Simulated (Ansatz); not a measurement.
Harmonic frequencies (cm⁻¹) at PBE0-D4/def2-TZVP from Ansatz: 107, 198, 301, 328, 329, 360, 472, 774, 795, 848, 998, 1024, 1579, 3602, 3699.

Each molecule was computed in one conformer, which needn't be the lowest.

(1) Which molecule is it?
A. `C[S][Mg]`•
B. `C[Si](Cl)C#N`•
C. `[SiH2]O[SiH3]`•
D. `N[Si]([O])(F)F`•

Answers

(1) D.
